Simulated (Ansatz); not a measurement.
Cost and result up the ladder for Si20H26 (46 atoms). Total charge 0; singlet. Geometry: PBE-D4/def2-SVP.

```xyz
46

Si   -4.173    0.644   -1.221
Si    0.978    4.116    1.259
Si    2.543    0.309    2.678
Si   -2.906   -2.475    0.105
Si    0.453   -2.699    1.913
Si   -0.872    0.711    0.753
Si   -1.020    1.245   -3.056
Si    2.431    1.398   -1.101
Si    0.372   -1.841   -1.804
Si    3.734   -2.027   -0.057
Si   -1.100    3.012    1.178
Si   -3.050   -0.193    0.672
Si   -2.830   -0.271   -2.937
Si    0.311   -0.408    2.449
Si    2.196    3.706   -0.713
Si    3.607    0.242    0.579
Si   -1.668   -3.691    1.689
Si   -1.932   -2.297   -2.040
Si    1.575   -2.974   -0.137
Si    0.293    0.450   -1.274
H    -5.590    0.128   -1.259
H    -4.198    2.149   -1.293
H     0.766    5.602    1.427
H     1.760    3.623    2.448
H     3.250   -0.672    3.585
H     2.645    1.673    3.308
H    -4.300   -3.046   -0.032
H     1.241   -3.396    3.000
H    -1.476    2.670   -2.879
H    -0.235    1.134   -4.339
H     3.142    1.174   -2.416
H     1.068   -1.990   -3.139
H     4.584   -2.779    0.938
H     4.386   -2.139   -1.414
H    -1.853    3.217    2.470
H    -1.916    3.614    0.060
H    -3.741    0.065    1.988
H    -0.427   -0.248    3.759
H     3.544    4.380   -0.642
H     1.432    4.298   -1.873
H     5.006    0.801    0.708
H    -2.404   -3.671    3.007
H    -1.512   -5.129    1.258
H    -2.220   -3.494   -2.911
H    -3.560   -0.468   -4.242
H     1.667   -4.450   -0.449
```

Ansatz on 2 threads of AMD EPYC 7R13 on a shared host and a share (18 GiB) of an NVIDIA H100 80GB HBM3. Times are rough, and most runs start from the orbitals of an earlier one. No level here is sound enough to serve as a yardstick. Binding counts from free atoms at the same level (Si triplet, H doublet; other spins of the atoms weren't run), without zero-point energy or a counterpoise term.

B3LYP takes the VWN-RPA correlation. Correlated methods freeze 100 core orbitals. The rows differ in basis, and correlated rows in double-zeta sets carry the largest basis error. Single mean-field runs in def2-SVP, def2-TZVP are fitted with def2-universal-jkfit.

Correlated methods converge slowly with the basis, most of all in double-zeta sets.

```json
{"level": "PBE-D4/def2-SVP", "functions": "490", "wall time": "7 s", "binding energy per atom (eV)": "3.31"}
{"level": "HF/STO-3G", "functions": "206", "wall time": "7 s", "binding energy per atom (eV)": "3.72"}
{"level": "HF/6-31G", "functions": "312", "wall time": "7.5 s", "binding energy per atom (eV)": "2.02"}
{"level": "r2SCAN-D4/def2-SVP", "functions": "490", "wall time": "8 s", "binding energy per atom (eV)": "3.32"}
{"level": "CAM-B3LYP-D4/def2-SVP", "functions": "490", "wall time": "9 s", "binding energy per atom (eV)": "3.26"}
{"level": "PBE-D4/def2-TZVP", "functions": "896", "wall time": "12 s", "binding energy per atom (eV)": "3.31"}
{"level": "B3LYP-D4/6-31G", "functions": "312", "wall time": "12 s", "binding energy per atom (eV)": "3.01"}
{"level": "MP2/def2-SVP", "functions": "490", "wall time": "13 s", "binding energy per atom (eV)": "3.05"}
{"level": "PBE0-D4/def2-SVP (with forces)", "functions": "490", "wall time": "14 s", "binding energy per atom (eV)": "3.31"}
{"level": "PBE0-D4/def2-TZVP", "functions": "896", "wall time": "14 s", "binding energy per atom (eV)": "3.31"}
```
